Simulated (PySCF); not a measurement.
C2H5I, SMILES CCI (connectivity only; charge and spin as stated), charge +1, multiplicity 2.

The structure is a stationary point at B3LYP-D3(BJ)/def2-SVP. The spin state was assumed, not searched. The def2 effective core potentials stand for the cores of I; spin–orbit coupling is left out.

Level of theory: CAM-B3LYP/def2-TZVPD in PySCF.

Gas-phase values at a fixed geometry.

Q: Estimate the frontier levels, dipole moment and polarisability. (Estimate from the structure and the level; the computed values follow.)

A: 
```
Property                                                            Value
------------------------------------------------  -----------------------
α spin, highest occupied and lowest empty level       -15.64 and -6.23 eV
β spin, highest occupied and lowest empty level      -15.34 and -10.52 eV
dipole moment about the centre of nuclear charge                   2.38 D
mean static polarisability                           53.1 bohr³ (7.87 Å³)
polarisability, principal values                   40.7, 44.9, 73.7 bohr³
⟨S²⟩                                              0.754 (pure state 0.75)
```
